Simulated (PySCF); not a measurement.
Species: C6H10FO (doublet state).
Z-matrix (Å and degrees, GFN2-xTB geometry), rows numbered from 1:
```
C 
C   1  1.3664
C   2  1.3802  1  125.32
F   3  1.3547  2  119.82  1     1.11
C   3  1.4962  2  126.10  1  -179.88
O   5  1.4041  3  113.58  2    33.21
C   6  1.4163  5  114.00  3    70.80
C   7  1.5192  6  108.25  5   177.84
H   1  1.0734  2  121.21  3  -179.86
H   1  1.0755  2  120.92  3    -0.24
H   2  1.0815  1  120.12  3  -179.73
H   5  1.1027  3  108.65  2   157.53
H   5  1.0992  3  110.31  2   -84.24
H   7  1.0999  6  110.15  5   -61.28
H   7  1.1014  6  109.56  5    57.43
H   8  1.0862  7  109.98  6  -179.58
H   8  1.0864  7  109.84  6   -59.20
H   8  1.0862  7  109.91  6    60.10
```

The hyperfine couplings belong to this conformer and change with its torsions.

Identity: `C=C[C](F)COCC` [radical].

Method: UKS B3LYP, pcH-1 on C F H O, non-relativistic, mean-field spin-orbit, GIAO (PySCF). Geometry: GFN2-xTB, one conformer, isolated molecule. Couplings are sensitive to structure, and on GFN2-xTB geometries they can be far from those on DFT ones. Stability of the SCF solution: not tested. ⟨S²⟩ is 0.776 where a pure state has 0.75.

Q: The isotropic 13C couplings are +69.2, +52.3, -47.4, -22.7 MHz. Assign them to C1; C2; C3; C5.

A: 
```tsv
site	a_iso (MHz)	ρ(0) (bohr⁻³)	position	distance from C1 (Å)	spin population	largest |T| (MHz)
C1	+52.3	+0.0465	largest spin population	0.00	+0.66	97.3
C2	-47.4	-0.0421	1 bond from C1	1.37	-0.25	28.0
C3	+69.2	+0.0616	a main spin site	2.44	+0.59	111.9
C5	-22.7	-0.0202	1 bond from C3	3.84	-0.05	1.5
```

ρ(0) is the spin density at the nucleus and T the dipolar tensor; entries for several nuclei are means. The Mulliken spin populations are largest on C1 (+0.66), C3 (+0.59) and C2 (-0.25). The angles at C1 add up to 360.0°, so it is planar; its axial dipolar tensor and the negative couplings of its protons fit spin in a p orbital normal to that plane. Main spin sites, with 60 % or more of the largest population: C1, C3; positions count bonds from the nearest.

Class means assume fast exchange of nuclei equivalent by connectivity; if that motion is slow, each nucleus keeps its own coupling. The 1H value of +51.2 MHz is a mean of couplings from 23.5 to 78.8 MHz in this one geometry, not an average over conformers.

C3, the radical centre as drawn in `C=C[C](F)COCC`, holds a spin population of +0.59 out of 1.
